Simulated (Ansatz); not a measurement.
Molecule: AlCl, net charge 0, singlet state. 
Geometry from a B3LYP-D3(BJ)/def2-TZVP (Ansatz, a program for electronic structure) optimisation:
```xyz
2

Al     0.0000     0.0000    -1.2241
Cl     0.0000     0.0000     0.9361
```

Basis-set convergence of Hartree-Fock and CCSD correlation energies (hartree) with Ansatz. Cores are frozen in the correlated levels unless marked. Spin-orbit coupling is left out. No relativistic terms.

```json
[
 {"basis": "def2-SVPD", "functions": "51", "E(HF)": "-701.26528", "E(corr, CCSD)": "-0.21413"},
 {"basis": "def2-TZVPPD", "functions": "99", "E(HF)": "-701.49907", "E(corr, CCSD)": "-0.26943"},
 {"basis": "def2-QZVPPD", "functions": "155", "E(HF)": "-701.51766", "E(corr, CCSD)": "-0.29030"}
]
```

Extrapolating the two largest sets (X = 3 and 4) as X^-3: E(corr) = (64·(-0.29030) - 27·(-0.26943))/37 = -0.3055 Eh, an estimate of the basis-set limit. The largest set recovers 95.0 % of it, the smallest 70.1 %.
